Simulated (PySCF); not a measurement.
# PdBr: from constants to spectrum

r²SCAN constants of PdBr, ²Σ⁺ (doublet), unpaired electrons σ ↑ (PySCF, scalar-relativistic core potentials, basis sets Pd def2-TZVPP with ECP28, Br def2-TZVPP; masses 105.9035 and 78.9183 u):

```
ωe                   : 262.3 cm⁻¹
ωexe                 : 0.741 cm⁻¹
Be                   : 0.06755 cm⁻¹
αe                   : 0.000259 cm⁻¹
D (centrifugal)      : 1.79e-08 cm⁻¹
De to Pd (4d10) + Br : 3.09 eV
```

(1) Give the vibrational terms G(v) and spacings up to v = 6.

(2) How well does the Morse estimate ωe²/(4ωexe) reproduce De, and what is D0?

The metal atom is held in its measured ground configuration; semilocal functionals can put another filling of s and d lower by some tenths of an eV, and De to that atom would be smaller. Spin–orbit coupling is left out, which matters for elements this heavy, above all for dissociation energies. With d or f electrons several states lie close, and the lowest PBE0 determinant need not be the measured ground state.

## Answers

(1) G(v) = ωe(v+½) − ωexe(v+½)².

| v | G(v) (cm⁻¹) | G(v) − G(v−1) | Bv (cm⁻¹) |
| --- | --- | --- | --- |
| 0 | 131.0 |  | 0.06742 |
| 1 | 391.8 | 260.8 | 0.06716 |
| 2 | 651.1 | 259.3 | 0.06690 |
| 3 | 909.0 | 257.9 | 0.06664 |
| 4 | 1165.3 | 256.4 | 0.06638 |
| 5 | 1420.2 | 254.9 | 0.06613 |
| 6 | 1673.6 | 253.4 | 0.06587 |

(2) It gives 2.88 eV, 93 % of the computed De. D0 = De − G(0) = 3.09 − 0.02 = 3.07 eV.
